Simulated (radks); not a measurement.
Species: the technetium ion Tc+. Configuration: [Kr] 4d5 5s1.

All-electron calculation, scalar-relativistic Kohn-Sham, LDA (Slater exchange, Perdew-Wang correlation), spin-polarised, spherical densities, point nucleus; open shells are filled with parallel spins first (spin-orbit coupling, left out, can overturn this in heavy ions). Program: a radial shooting solver on a logarithmic mesh with Libxc functionals.

Energy parts (eV):
part                       energy
total                 -116495.342
kinetic                120257.648
electron-nucleus      -280573.606
Hartree                 47190.361
exchange-correlation    -3369.745

Orbitals (lengths in bohr, moments of r in powers of bohr):
orbital  occ.  eigenvalue (eV)      <r^4>   <1/r>
1s up       1        -20847.49  6.542e-06   44.66
1s down     1        -20847.46  6.542e-06   44.66
2s up       1        -2981.378   0.001202   10.07
2s down     1        -2980.746   0.001202   10.07
2p up       3        -2670.952  0.0008596   9.789
2p down     3        -2670.455  0.0008593   9.789
3s up       1        -524.7327    0.06092   3.474
3s down     1        -524.2647    0.06076   3.474
3p up       3        -422.8787    0.06668   3.309
3p down     3        -422.3702    0.06643   3.309
3d up       5        -257.5419    0.07072   3.080
3d down     5        -256.8695    0.07019   3.081
4s up       1         -81.9454      2.450   1.293
4s down     1         -78.8749      2.404   1.302
4p up       3         -54.0548      3.974   1.150
4p down     3         -50.7758      3.908   1.158
4d up       5         -15.3975      21.66  0.8057
4d down     0         -11.9392      26.22  0.7985
5s up       1         -12.4314      145.3  0.4362
5s down     0          -9.9915      199.7  0.4063

The highest occupied level is 5s up at -12.431 eV. Spin moment in Bohr magnetons: 6. The density falls to 0.001 e/bohr^3 at r = 4.16 bohr.
